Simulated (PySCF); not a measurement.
Computed IR spectrum (relative IR intensity) of a molecule C3H9ClOSi. Geometry: B3LYP-D3(BJ)/def2-SVP. One conformer was computed; it need not be the lowest. Method: PySCF with B3LYP-D3(BJ)/def2-SVP. Frequencies are harmonic and unscaled.

Lines under 2 % of the strongest are left out, and lines within 2 cm⁻¹ are merged.

```
ν (cm⁻¹)  relative intensity
--------  ------------------
160                      2.4
188                      3.2
219                      5.4
247                      4.1
284                       13
295                       28
344                      2.2
483                       22
645                       21
675                      3.9
743                       32
768                      9.7
810                       42
849                      100
911                       32
969                      6.7
982                      3.8
1042                     8.3
1266                     2.1
1278                      13
1432                     2.9
1481                     2.6
3019                     6.3
3028                      11
3064                     3.0
3103                      11
3116                     7.1
3874                      36
```

Task: Which structure fits?
A. CCC[Si@@H](O)Cl
B. CC[Si@@H](Cl)OC
C. CC[Si@](C)(O)Cl
D. CO[Si](C)(C)Cl

Result: C, CC[Si@](C)(O)Cl
